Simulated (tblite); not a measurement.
C7H13ClO.
Cartesian coordinates in Å at the GFN2-xTB level; atoms count from 1:
```
atom  x, y, z in Å
Cl1    3.0154    2.1748   -0.1410
C2     2.5694    0.4953    0.2350
C3     1.0897    0.2526   -0.0601
C4     0.7703   -1.2474    0.0417
C5    -0.6202   -1.5945   -0.4885
C6    -1.7482   -0.7795    0.1473
C7    -1.7831    0.6719   -0.3373
C8    -0.8310    1.5893    0.4453
O9     0.3435    0.9664    0.9055
H10    2.7646    0.3428    1.2956
H11    3.2063   -0.1481   -0.3702
H12    0.8660    0.6182   -1.0713
H13    0.8382   -1.5234    1.0956
H14    1.5173   -1.8190   -0.5120
H15   -0.7999   -2.6551   -0.2976
H16   -0.6414   -1.4478   -1.5716
H17   -1.6459   -0.7976    1.2333
H18   -2.6969   -1.2551   -0.1098
H19   -2.7916    1.0740   -0.2291
H20   -1.5398    0.6966   -1.4017
H21   -1.3136    1.9389    1.3618
H22   -0.5794    2.4660   -0.1716
```

Computed with GFN2-xTB (tblite): harmonic, unscaled wavenumbers at the GFN2-xTB geometry, gas phase. This tight-binding method is rough: wavenumbers can miss measured ones by several per cent, in bad cases by 10 to 20. One conformer, not necessarily the lowest.

Harmonic wavenumbers (cm⁻¹): 58.5, 85.8, 130.3, 183.9, 232.6, 271.0, 332.8, 343.4, 383.4, 455.4, 513.5, 589.6, 744.2, 802.7, 837.1, 847.5, 878.3, 920.2, 946.3, 963.6, 1021.6, 1051.6, 1066.7, 1070.2, 1106.2, 1133.7, 1140.8, 1146.5, 1198.3, 1207.1, 1223.8, 1231.2, 1247.7, 1266.7, 1287.2, 1319.1, 1336.3, 1342.4, 1344.8, 1357.2, 1358.0, 1412.9, 1466.8, 1471.9, 1477.6, 1489.1, 1502.5, 2854.9, 2892.8, 2959.4, 2962.5, 2971.8, 2975.4, 2976.5, 2983.6, 2990.6, 2993.9, 2994.9, 3001.2, 3003.4.

A = 2613, B = 820.4, C = 677.3 MHz; mass 148.065 u (most abundant isotopes); point group C1, symmetry number 1.

Question: Zero-point energy?

Answer: ½Σν̃ = 41679 cm⁻¹ = 498.60 kJ/mol.

Question: Entropy at 298.15 K, 1 bar (ideal gas, RRHO, classical rotation)?

Answer: Translation 171.18, rotation 124.61, vibration 102.89: S = 398.7 J/(mol K).

Question: And Cp and H(298.15 K) − H(0)?

Answer: Cp = 153.96 J/(mol K), of which vibrations give 120.70 (their classical limit is 60 R = 498.9); H(298.15 K) − H(0) = 26.80 kJ/mol without the zero-point energy, 16.89 from vibrations.

Question: How do the functions run with temperature in this model?

Answer: 
```
T (K)  S (J/(mol K))  Cp (J/(mol K))  H − H(0) (kJ/mol)  G − H(0) (kJ/mol)  ln q(vib)
  100          286.3            70.7               4.99             -23.64       1.23
  200          347.1           109.0              13.98             -55.44       3.36
  300          399.6           154.9              27.09             -92.80       5.60
  500          501.9           250.8              67.96            -183.01      10.38
  800          642.8           347.4             159.00            -355.23      17.88
 1000          725.0           389.0             232.87            -492.16      22.78
```

q(vib) and H(0) count from the zero-point level.

Question: Which modes carry the vibrational entropy at 298.15 K?

Answer: 58.5 cm⁻¹: 18.86; 85.8 cm⁻¹: 15.71; 130.3 cm⁻¹: 12.31; 183.9 cm⁻¹: 9.57; 232.6 cm⁻¹: 7.78; 271.0 cm⁻¹: 6.65 J/(mol K); the other 54 give 32.01 together.

Hindered rotation and anharmonicity are outside this model. Other conformers, if any are populated, would add a mixing term that is left out. The structure is chiral; the term R ln 2 for an equal mix with its mirror image is left out.
